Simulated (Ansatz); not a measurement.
Reaction (redistribution): `O=C=N[Si](F)(Cl)Cl` + `O[SiH](O)[SiH3]` → `O[SiH](O)[Si](F)(Cl)Cl` + `O=C=N[SiH3]`

Computed with Ansatz on PBE0-D4/def2-TZVP structures; ΔE is electronic, products minus reactants. CCSD(T)/CBS is the MP2 limit (def2-TZVPP, def2-QZVPP) plus CCSD(T) − MP2 in def2-TZVPP, frozen cores. This one scheme is used for every species. Functionals use def2-TZVPP. B3LYP here is the variant with VWN-RPA as its local correlation; programs differ in this. Each species was taken in one conformer, which may not be the lowest.

```tsv
level	ΔE (kJ/mol)	difference from CCSD(T)/CBS
r2SCAN-D4	19.5	1.9
B3LYP-D4	11.7	-5.9
ωB97X-V	16.2	-1.4
ωB97M-V	17.8	0.2
PBE	16.6	-1.0
r2SCAN	19.8	2.2
PBE0	18.1	0.5
B3LYP	12.4	-5.2
HF/def2-TZVPP	12.1	-5.5
SCS-MP2/def2-TZVPP	16.4	-1.2
CCSD/def2-TZVPP	19.8	2.2
CCSD(T)/def2-TZVPP	21.0	3.4
SCS-MP2/def2-QZVPP	14.5	-3.1
HF/CBS(def2)	11.8	-5.8
MP2/CBS(def2)	15.5	-2.1
CCSD/CBS(def2)	16.4	-1.2
CCSD(T)/CBS	17.6	0
```

Largest T1 diagnostic among the species: 0.016.

In def2-TZVPP, CCSD(T) changes the Hartree–Fock value by +9.0 kJ/mol (the triples alone add +1.2 kJ/mol) and MP2 by +6.9 kJ/mol.
